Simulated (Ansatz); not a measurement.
Program: Ansatz. Geometries: PBE0-D4/def2-TZVP. ΔE: electronic, gas phase. CCSD(T)/CBS adds triple-zeta CCSD(T) − MP2 to the extrapolated MP2 energy (def2 sets, frozen cores). This one scheme is used for every species. Functionals use def2-TZVPP. One conformer a species, not always the lowest.

`F[SiH2]O[SiH3]` + H₂ → `[SiH3]O[SiH3]` + H–F  (hydrogenolysis of the Si–F bond)

CCSD(T)/CBS gives +1.40 eV.

(1) Another level gave +1.45 eV. Which?
A. B97M-V/def2-TZVPP
B. revPBE/def2-TZVPP
C. LDA (SPW92)/def2-TZVPP
D. BLYP/def2-TZVPP

Largest T1 diagnostic among the species: 0.011.

Results:

(1) A. B97M-V 1.45, BLYP 1.41, LDA (SPW92) 1.35, revPBE 1.30 eV.

At CCSD(T), def2-SVP lies −0.14 eV from the extrapolated value and def2-TZVPP −0.02 eV. Leaving LDA and LC-ωPBE aside and taking each functional with its dispersion term where it has one, the values, not all of them listed here, spread over 0.15 eV, from HSE06-D4 to r2SCAN-D4. From r2SCAN to r2SCAN0 (25 % exact exchange), in def2-TZVPP and without D4, ΔE moves by −0.04 eV.
